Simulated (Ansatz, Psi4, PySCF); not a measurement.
Species: HSiO2, net charge 0, doublet state. SMILES: O=[Si]O
Geometry: optimised at B3LYP-D3(BJ)/def2-TZVP (Ansatz, a program for electronic structure).

Quantity: size of the dipole moment, in D. Terms: dispersion terms only where a functional's name holds one; LANL2DZ with its own core potentials from Na on; non-relativistic; spin-orbit terms left out; six Cartesian d functions in 6-31G* and its kin unless marked 5d; UHF or UKS for open shells; 6-311+G** with 5d, 6d on Na to Ar in Ansatz. First-principles rows: single points at B3LYP-D3(BJ) geometries (Ansatz).

| level | program | size of the dipole moment (D) |
|---|---|---|
| SVWN5/6-31G* | Ansatz | 2.45 |
| PBE/LANL2DZ | Ansatz | 2.29 |
| BLYP/6-31G* | Ansatz | 2.39 |
| BP86/def2-SVP | PySCF | 2.44 |
| BP86/6-31G* (5d) | PySCF | 2.42 |
| B3LYP/STO-3G | Ansatz | 1.37 |
| B3LYP/3-21G | Ansatz | 2.24 |
| B3LYP/6-31G | Ansatz | 2.24 |
| B3LYP/6-31G* | Ansatz | 2.49 |
| B3LYP/cc-pVDZ | Ansatz | 2.50 |
| PBE0/6-311+G** | Ansatz | 2.70 |
| M06-2X/6-31G* (5d) | PySCF | 2.67 |
| wB97X-D/6-31G* | Psi4 | 2.57 |

No value to compare with is used here. The 13 habitual levels span 1.37 (B3LYP/STO-3G) to 2.70 D (PBE0/6-311+G**).

The levels are drawn from those run, B3LYP/6-31G* more often than the rest, none by its result; left out are runs that failed, that the program found above a lower state of the same kind, or whose <S^2> lies over 0.5 above the pure value.
